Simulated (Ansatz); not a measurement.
Molecule: C$_{4}$H$_{4}$O$_{2}$ (charge 0, singlet). 
Coordinates optimised at B3LYP-D3(BJ)/def2-TZVP (Ansatz, an electronic-structure program):
```xyz
10

O      1.9593     0.1086     0.4462
C      0.6429     0.1299     0.1908
C     -0.3044     1.0663     0.4409
C     -1.5269     0.5081    -0.0686
C     -1.2312    -0.7060    -0.5808
O      0.1208    -0.9543    -0.4251
H      2.3276    -0.7252     0.1277
H     -0.1542     2.0173     0.9191
H     -2.5010     0.9670    -0.0488
H     -1.7957    -1.4831    -1.0606
```

Atomisation energy built up term by term with Ansatz (kcal/mol; UHF references for open shells; valence terms freeze the core; atomic spin-orbit terms are left out). CBS marks a two-point X^-3 extrapolation of the correlation energy; Hartree-Fock from the larger set.

| term | basis | kcal/mol |
|---|---|---|
| Hartree-Fock | aug-cc-pVQZ | 761.45 |
| CCSD correlation | CBS(aug-cc-pVTZ,aug-cc-pVQZ) | 305.75 |
| (T) | CBS(aug-cc-pVTZ,aug-cc-pVQZ) | 27.09 |
| core correlation | cc-pwCVTZ | 5.39 |
| scalar relativity (X2C) | cc-pVTZ-DK against cc-pVTZ | -1.21 |
| sum: De |  | 1098.5 |

(T) makes 2.5 % of the CCSD(T) atomisation energy; under 5 % is typical of single-reference molecules.
